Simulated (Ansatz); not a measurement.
A run on C$_{2}$H$_{4}$Al$_{2}$ (`C=[C]1[AlH][AlH]1`) with other settings.

```yaml
crystal:
  periodic: [false, false, false]
  atoms:
    - {symbol: C, position_ang: [-0.586698, 1.163199, -0.192934]}
    - {symbol: C, position_ang: [0.501889, 0.440252, 0.128995]}
    - {symbol: Al, position_ang: [1.751796, -0.932767, 0.103098]}
    - {symbol: Al, position_ang: [-0.593965, -1.277261, 0.082259]}
    - {symbol: H, position_ang: [-0.749549, 1.571226, -1.193155]}
    - {symbol: H, position_ang: [-1.332908, 1.467559, 0.544211]}
    - {symbol: H, position_ang: [3.267523, -1.052616, 0.509762]}
    - {symbol: H, position_ang: [-2.166089, -1.436693, -0.037937]}
basis:
  gaussian: {orbitals: x2c-TZVPPall, point_charges: [{charge: 1.00, position_ang: [6.649, 0.788, 0.536]}]}
total_charge: 1
magnetization: {spin_polarized: true, initial_magnetization: 1}
hamiltonian: {xc: {name: B2GP-PLYP}}
accuracy: high
scf: {lower_state_search: full}
output: {forces: true}
```

```sh
$ ansatz run in.yaml --threads 2 --pin off --events-out ev --progress --plain --max-ram 4352MiB
```

It prints (some lines left out):

```
Functional definition: B2GP-PLYP
3405 factors; integrals over basis functions are off by at most 5.1e-9 eV
mean field evaluation 1: about -15310.0030 eV, gradient 5.7e1 eV
mean field evaluation 2: about -15310.1831 eV, gradient 5.7e1 eV
mean field evaluation 4: about -15328.8210 eV, gradient 7.6e0 eV
mean field evaluation 8: about -15329.7007 eV, gradient 1.4e0 eV
mean field evaluation 16: about -15329.7725 eV, gradient 2.7e-1 eV
mean field evaluation 32: about -15330.2355 eV, gradient 4.6e-4 eV
mean field evaluation 160: about -15330.2355 eV, gradient 2.6e-3 eV
mean field evaluation 192: about -15330.2355 eV, gradient 1.7e-7 eV
mean field -15330.23548839 eV, -563.3757629916 hartree, gradient 3.0e-8 eV, S^2 0.776278; 9 other end points of the search recorded, 0 dependent functions left out
12 core orbitals not correlated: weight in the atoms' cores, before any rotation towards them, 1.000 or more for the frozen orbitals, at most 0.000 for the correlated occupied ones
reference -15330.23550860 eV, -563.3757637341 hartree; 9, 8 occupied and 181, 182 virtual orbitals, 3405 factors
second order -13.44315877 eV of doubles, -0.00000000 eV of singles
Total energy: -15335.07504575 eV, -563.5536134442 hartree
Relativity: scalar
Atom 0 at    -0.586698     1.163199    -0.192934 Å, force     0.728265    -0.338102     0.654455 eV/Å
Atom 1 at     0.501889     0.440252     0.128995 Å, force    -0.775910     3.049880    -0.823433 eV/Å
Atom 2 at     1.751796    -0.932767     0.103098 Å, force     1.369531    -1.161090     0.562739 eV/Å
Atom 3 at    -0.593965    -1.277261     0.082259 Å, force    -1.986646    -1.630103    -0.213006 eV/Å
Atom 4 at    -0.749549     1.571226    -1.193155 Å, force     0.135287    -0.105269     0.035316 eV/Å
Atom 5 at    -1.332908     1.467559     0.544211 Å, force     0.006354    -0.161841    -0.044001 eV/Å
Atom 6 at     3.267523    -1.052616     0.509762 Å, force    -0.221481     0.196697    -0.271770 eV/Å
Atom 7 at    -2.166089    -1.436693    -0.037937 Å, force     0.487713     0.099210     0.060877 eV/Å
Dipole moment:    -0.452970    -0.033028    -0.167994 e Å
```

Run time 4.8 min (2 threads of an Arm Neoverse V1 on a shared host); peak host memory 1.5 GiB.
